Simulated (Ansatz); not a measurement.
Molecule: SiCl₂ (charge -1, doublet). SMILES of the parent species: Cl[Si]Cl
Geometry from a B3LYP-D3(BJ)/def2-TZVP (Ansatz, an electronic-structure program) optimisation:
```
Si
Cl 1 2.2479
Cl 1 2.2479 2 99.20
```
Charge -1, spin multiplicity 2.

Parts of the frozen-core correlation energy in cc-pV(Q+d)Z (Ansatz, hartree). Frozen orbitals: 15; correlated occupied orbitals by spin: 10 and 9; virtual: 167 and 168. UHF or UKS for open shells. No spin-orbit coupling. Non-relativistic.

```csv
term,value
reference (HF),-1208.10002
MP2 opposite-spin,…
MP2 same-spin,…
CCSD correlation,-0.56294
(T),…
T1 diagnostic,0.016
largest doubles amplitude,0.035
<S^2> of the reference,0.790
```

### Question
Some entries are withheld; supply them.

### Answer

- MP2 opposite-spin, value: -0.39822
- MP2 same-spin, value: -0.12588
- (T), value: -0.02848
